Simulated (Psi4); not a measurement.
## CH5O2Sc (SMILES [CH3][Sc]([OH])[OH]): the HOMO–LUMO gap, rung by rung

CH5O2Sc has 9 atoms, charge 0, and is taken as a singlet. SMILES: `[CH3][Sc]([OH])[OH]`. Geometry: optimised at PBE0/def2-TZVP. This is one conformer, not always the lowest.

Quantity: the HOMO–LUMO gap, in eV. The values are calculated.

```tsv
level	kind	program	value (eV)	CPU time
PBE-D4/def2-TZVPP (density fitting)	GGA	Psi4	2.82	44 s
r2SCAN-D4/def2-TZVPP (density fitting)	meta-GGA	Psi4	3.42	2.6 min
B3LYP-D4/def2-TZVPP (density fitting)	global hybrid	Psi4	4.47	55 s
PBE0-D4/def2-TZVPP (density fitting)	global hybrid	Psi4	5.11	42 s
wB97M-V/def2-TZVPP (density fitting)	range-separated hybrid	Psi4	8.93	3.2 min
```

The values span 2.82 to 8.93 eV. Orbital gaps aren't excitation energies; they tend to grow with the share of exact exchange. CPU times are rough (shared hosts, several kinds of processor): they show what a rung costs within a factor of a few.
